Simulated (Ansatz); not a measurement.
Calculated with Ansatz (gas phase, PBE0-D4/def2-TZVP geometries, no zero-point term in ΔE). CCSD(T)/CBS adds triple-zeta CCSD(T) − MP2 to the extrapolated MP2 energy (def2 sets, frozen cores). This one scheme is used for every species, atoms too. DFT in def2-TZVPP. HSE06 is defined as in plane-wave codes. Open shells (•) are unrestricted, without spin–orbit coupling. Spin–orbit coupling would lower the free atoms: a little for F. One conformer a species, not always the lowest.

Reaction (homolysis of the F–Si bond): `F[SiH2][SiH](F)F` → F• + `F[SiH][SiH2]F`•

Problem. What is ΔE at CCSD(T)/CBS? (Best estimate.)

Solution. Ansatz gave: +158.5 kcal/mol.

Problem. What do these levels give: LDA (SPW92), PBE0-D4, PBE, r2SCAN0, HSE06, BHLYP? (An estimate is asked.)

Solution. The calculation gave: LDA (SPW92) 174.9, PBE0-D4 150.3, PBE 153.3, r2SCAN0 148.3, HSE06 149.9, BHLYP 147.0 kcal/mol.

Largest T1 diagnostic among the species: 0.015.

From BLYP to BHLYP (50 % exact exchange), in def2-TZVPP and without D4, ΔE moves by −4.6 kcal/mol: exact exchange takes away binding that semilocal exchange gives to molecules. In def2-TZVPP, CCSD(T) changes the Hartree–Fock value by +35.1 kcal/mol (the triples alone add +2.1 kcal/mol) and MP2 by +43.1 kcal/mol; breaking electron pairs costs correlation energy, which Hartree–Fock lacks. At CCSD(T), def2-SVP lies −14.7 kcal/mol from the extrapolated value and def2-TZVPP −4.8 kcal/mol: correlation converges slowly with the basis, and small sets miss more of it in the bonded molecule than in its fragments.
